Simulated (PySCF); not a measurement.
## The second ionisation energy along the 4d series

Calculated with PySCF 2.14 from differences of total energies of unrestricted determinants, without spin-orbit coupling. Values in eV. The last column holds reference values (NIST; (s) semi-empirical, (t) theoretical, else measured). Unmarked ones compare directly (S terms, centres of terms, or small fine structure); those marked * lie between the lowest fine-structure levels and include a spin-orbit shift.

```
                               element             configurations     UHF  SCS-MP2 (valence)  CCSD (valence)     LDA     PBE    PBE0           reference
Zr (aug-cc-pVTZ-PP with ECP28MDF, ECP)    [Kr] 4d2 5s1 → [Kr] 4d2  12.274             12.351          12.579  13.671  13.428  13.201             13.13 *
Nb (aug-cc-pVTZ-PP with ECP28MDF, ECP)        [Kr] 4d4 → [Kr] 4d3  13.053             13.235          13.674  14.728  14.487  14.328         14.32 (s) *
Mo (aug-cc-pVTZ-PP with ECP28MDF, ECP)        [Kr] 4d5 → [Kr] 4d4  15.082             15.303          15.788  16.638  16.408  16.270  16.16 ± 0.12 (s) *
Tc (aug-cc-pVTZ-PP with ECP28MDF, ECP)    [Kr] 4d5 5s1 → [Kr] 4d5  14.240             14.436          14.851  15.971  15.674  15.381           15.26 (s)
Ru (aug-cc-pVTZ-PP with ECP28MDF, ECP)        [Kr] 4d7 → [Kr] 4d6  14.880             16.489          16.240  17.152  16.939  16.688  16.76 ± 0.06 (s) *
Rh (aug-cc-pVTZ-PP with ECP28MDF, ECP)        [Kr] 4d8 → [Kr] 4d7  16.107             17.887          17.664  18.709  18.363  18.083         18.08 (s) *
Pd (aug-cc-pVTZ-PP with ECP28MDF, ECP)        [Kr] 4d9 → [Kr] 4d8  17.365             19.278          19.088  20.172  19.680  19.396  19.43 ± 0.12 (s) *
Ag (aug-cc-pVTZ-PP with ECP28MDF, ECP)       [Kr] 4d10 → [Kr] 4d9  19.671             21.590          21.395  22.178  21.729  21.506            21.484 *
Cd (aug-cc-pVTZ-PP with ECP28MDF, ECP)  [Kr] 4d10 5s1 → [Kr] 4d10  15.549             16.609          16.623  17.809  17.428  17.069              16.908
```

"Valence" correlates the outer s and p shells and, in groups 3 to 12 and the f block, the outer d or f shell, open or full, or the next shell where the ion has no valence electron left; the wider scheme adds the next inner shell.
